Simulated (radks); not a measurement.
Species: Rh I. Configuration: [Kr] 4d7 5s1 5p1 (not the ground configuration).

All-electron calculation, non-relativistic Kohn-Sham, LDA (Slater exchange, Perdew-Wang correlation), spin-unpolarised, spherical densities, point nucleus; relativity is left out, which matters for an element this heavy. Program: a radial shooting solver on a logarithmic mesh with Libxc functionals.

Energy parts (hartree):
total: -4683.02246
kinetic: 4680.01589
electron-nucleus: -11146.50334
Hartree: 1914.47031
exchange-correlation: -131.00533

Orbitals (lengths in bohr, moments of r in powers of bohr; r(90%) holds 90 % of the orbital's charge):
orbital,occ.,eigenvalue (hartree),<r^4>,r(90%),<1/r>,<r>
1s,2,-821.3404,5.972e-06,0.0603,44.44,0.03388
2s,2,-117.0172,0.001110,0.227,10.07,0.1474
2p,6,-108.5673,0.0007364,0.205,10.08,0.1260
3s,2,-20.97340,0.05326,0.594,3.547,0.4038
3p,6,-17.62313,0.05365,0.597,3.464,0.3964
3d,10,-11.42575,0.05058,0.587,3.304,0.3702
4s,2,-3.02133,1.988,1.46,1.360,1.006
4p,6,-1.99745,2.913,1.61,1.244,1.087
4d,7,-0.40258,14.72,2.37,0.9146,1.479
5s,1,-0.22788,207.1,4.69,0.4102,3.123
5p,1,-0.08318,849.9,6.67,0.2966,4.301

The highest occupied level is 5p at -2.264 eV. Virial ratio -V/T = 2.00064. Summed over all electrons, <r^2> = 65.28 bohr^2, which gives a Langevin (diamagnetic) susceptibility term of -51.7 x 10^-6 cm^3/mol.
